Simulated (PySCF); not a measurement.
Working with the constants of KMg

M06-2X constants of KMg, ²Σ⁺ (doublet), unpaired electrons σ ↑ (K 3-21G, Mg 3-21G; no relativity (PySCF 2.14); masses 38.9637 and 23.9850 u):

```
ωe           : 85.6 cm⁻¹
ωexe         : 0.604 cm⁻¹
Be           : 0.075512 cm⁻¹
αe           : 0.000787 cm⁻¹
De to K + Mg : 0.213 eV
```

Question: What force constant and bond length do these constants imply?

Answer: Reduced mass μred = 14.846 u; k = 5.8918×10⁻⁷·μred·ωe² (u, cm⁻¹, mdyn/Å) = 0.0641 mdyn/Å; Re = √(16.8576/(μred·Be)) (u, cm⁻¹, Å) = 3.878 Å.

Question: Estimate the centrifugal constant D from the Kratzer relation and find the Dunham coefficient a1.

Answer: D = 4Be³/ωe² = 2.35e-07 cm⁻¹; a1 = −1 − αeωe/(6Be²) = -2.97.

The bond is weak. Basis-set superposition, not corrected here, can be much of De in a small basis, most of all at correlated wavefunction levels. Functionals without a dispersion term scatter widely for such bonds, and LDA overbinds them. 3-21G is very small, so such numbers show the basis as much as the molecule. The state is the lowest determinant that a PBE0 search found; another state may lie lower at other levels.
